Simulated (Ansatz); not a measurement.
A run on C$_{5}$H$_{6}$AgNO (`[OH][Ag-][n+]1ccccc1`) with other settings.

```yaml
crystal:
  periodic: [false, false, false]
  atoms:
    - {symbol: O, position_ang: [-2.845987, -3.451227, 0.499748]}
    - {symbol: Ag, position_ang: [-1.696789, -2.293764, 0.449961]}
    - {symbol: N, position_ang: [-0.355316, -0.209050, -0.057249]}
    - {symbol: C, position_ang: [-0.104899, 0.765603, 0.770506]}
    - {symbol: C, position_ang: [0.646303, 1.987269, 0.662932]}
    - {symbol: C, position_ang: [1.186401, 1.811532, -0.503504]}
    - {symbol: C, position_ang: [1.307979, 0.886755, -1.301276]}
    - {symbol: C, position_ang: [0.370907, -0.364149, -0.931120]}
    - {symbol: H, position_ang: [-3.496878, -3.454631, 1.673432]}
    - {symbol: H, position_ang: [-0.914022, 0.650567, 1.656746]}
    - {symbol: H, position_ang: [0.336563, 2.633229, 1.246646]}
    - {symbol: H, position_ang: [2.064148, 2.428585, -0.635246]}
    - {symbol: H, position_ang: [2.056935, 0.747620, -2.340596]}
    - {symbol: H, position_ang: [0.374846, -1.369719, -1.862282]}
basis:
  gaussian: {orbitals: def2-TZVPD, point_charges: [{charge: 2.00, position_ang: [6.689, -0.276, -0.109]}]}
hamiltonian: {xc: {name: wPBEh}}
output: {forces: true}
```

```sh
$ ansatz run in.yaml --threads 2 --pin off --events-out ev --progress --plain --max-ram 20480MiB --backend cuda --devices 0, --max-vram 18GiB
```

It prints (some lines left out):

```
Functional definition: wPBEh
1925 factors; their error is unknown
203 factors; integrals over basis functions are off by at most 9.0e-7 eV
mean field evaluation 1: about -12781.4144 eV, gradient 1.0e2 eV
mean field evaluation 2: about -12628.4627 eV, gradient 2.3e2 eV
mean field evaluation 4: about -12801.4888 eV, gradient 1.8e1 eV
mean field evaluation 8: about -12802.4336 eV, gradient 7.2e-1 eV
mean field evaluation 16: about -12802.4656 eV, gradient 5.7e-2 eV
mean field -12802.46562764 eV, -470.4819339928 hartree, gradient 2.8e-5 eV, S^2 0.000000; 0 other end points of the search recorded, 0 dependent functions left out
reference -12802.46569651 eV, -470.4819365237 hartree; 35, 35 occupied and 321, 321 virtual orbitals, 1925 factors
Total energy: -12802.46569651 eV, -470.4819365237 hartree
Atom 0 at    -2.845987    -3.451227     0.499748 Å, force   -11.964812    -9.657763     5.526076 eV/Å
Atom 1 at    -1.696789    -2.293764     0.449961 Å, force     9.273902    10.418745    -0.564061 eV/Å
Atom 2 at    -0.355316    -0.209050    -0.057249 Å, force    -6.743353    -1.998916     8.618290 eV/Å
Atom 3 at    -0.104899     0.765603     0.770506 Å, force    -4.662147     4.018583     6.952573 eV/Å
Atom 4 at     0.646303     1.987269     0.662932 Å, force    -3.728701   -11.689951    -1.805113 eV/Å
Atom 5 at     1.186401     1.811532    -0.503504 Å, force     6.772964     9.021474     0.350309 eV/Å
Atom 6 at     1.307979     0.886755    -1.301276 Å, force    -0.159917   -12.266336    -7.791799 eV/Å
Atom 7 at     0.370907    -0.364149    -0.931120 Å, force    10.422490    -1.060338   -15.939778 eV/Å
Atom 8 at    -3.496878    -3.454631     1.673432 Å, force     2.861843     0.014459    -5.087167 eV/Å
Atom 9 at    -0.914022     0.650567     1.656746 Å, force     2.217578     0.715760    -1.531371 eV/Å
Atom 10 at     0.336563     2.633229     1.246646 Å, force    -1.638373     6.878108     5.548603 eV/Å
Atom 11 at     2.064148     2.428585    -0.635246 Å, force     0.049709     1.895337    -0.861857 eV/Å
Atom 12 at     2.056935     0.747620    -2.340596 Å, force    -2.339736     0.768723     3.411425 eV/Å
Atom 13 at     0.374846    -1.369719    -1.862282 Å, force    -0.318000     2.968768     3.173356 eV/Å
Dipole moment:     0.221562     0.976215     0.134670 e Å
```

Hardware: 2 threads of an AMD EPYC 7R13 on a shared host and a share of an NVIDIA H100 80 GB. Wall time 7 s, peak host memory 0.97 GiB.
